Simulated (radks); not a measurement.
Ionisation ladder of tantalum, from Ta22+ to Ta43+. Each ion is in the ground configuration listed by NIST, and IE = E(next ion) - E(this ion). All-electron calculation, scalar-relativistic Kohn-Sham, PBEsol, spin-polarised, spherical densities, finite nucleus; open shells are filled with parallel spins first (spin-orbit coupling, left out, can overturn this in heavy ions); Fermi nuclear charge, rms radius 5.3507 fm. Program: a radial shooting solver on a logarithmic mesh with Libxc functionals.

species	configuration	IE, Delta-SCF (eV)	-e(HOMO) (eV)	HOMO	<r> HOMO (bohr)	IE, NIST (eV)	kind	error (eV)
Ta22+	[Kr] 4d10 4f5	634.92	612.65	4f up	0.480	660	theory	-25.1
Ta23+	[Kr] 4d10 4f4	680.30	657.50	4f up	0.472	700	theory	-19.7
Ta24+	[Kr] 4d10 4f3	726.74	703.43	4f up	0.464	750	theory	-23.3
Ta25+	[Kr] 4d10 4f2	774.23	750.41	4f up	0.457	790	theory	-15.8
Ta26+	[Kr] 4d10 4f1	822.72	798.42	4f up	0.450	832	theory	-9.3
Ta27+	[Kr] 4d10	1070.7	1047.5	4d	0.459	1064	theory	+6.7
Ta28+	[Kr] 4d9	1118.7	1095.2	4d down	0.455	1110	theory	+8.7
Ta29+	[Kr] 4d8	1167.1	1143.4	4d down	0.452	1160	theory	+7.1
Ta30+	[Kr] 4d7	1215.9	1192.0	4d down	0.448	1211	theory	+4.9
Ta31+	[Kr] 4d6	1265.0	1241.0	4d down	0.444	1262	theory	+3.0
Ta32+	[Kr] 4d5	1327.6	1302.8	4d up	0.440	1313	theory	+14.6
Ta33+	[Kr] 4d4	1378.8	1353.8	4d up	0.436	1382	theory	-3.2
Ta34+	[Kr] 4d3	1430.4	1405.2	4d up	0.433	1434	theory	-3.6
Ta35+	[Kr] 4d2	1482.5	1457.1	4d up	0.429	1490	theory	-7.5
Ta36+	[Kr] 4d1	1534.9	1509.3	4d up	0.426	1542	theory	-7.1
Ta37+	[Kr]	1775.8	1750.7	4p	0.424	1748	theory	+27.8
Ta38+	[Ar] 3d10 4s2 4p5	1827.7	1802.8	4p down	0.422	1799	theory	+28.7
Ta39+	[Ar] 3d10 4s2 4p4	1879.0	1854.5	4p down	0.419	1857	theory	+22.0
Ta40+	[Ar] 3d10 4s2 4p3	1945.8	1920.0	4p up	0.417	1910	theory	+35.8
Ta41+	[Ar] 3d10 4s2 4p2	1999.1	1973.5	4p up	0.414	2053	theory	-53.9
Ta42+	[Ar] 3d10 4s2 4p1	2051.7	2026.6	4p up	0.412	2113	theory	-61.3
Ta43+	[Ar] 3d10 4s2	2265.4	2240.3	4s	0.400	2254	theory	+11.4

Reference values: NIST Atomic Spectra Database (exp. = measured, semi-emp. = semi-empirical, theory = theoretical value adopted there). The ionisation energy per charge of the ion left behind rises most, in proportion, at Ta27+ ([Kr] 4d10), from 30.471 to 38.240 eV. Open shells are spherical and high-spin; term and fine-structure splittings are not resolved. Spin-orbit splitting is averaged out at the scalar-relativistic level.
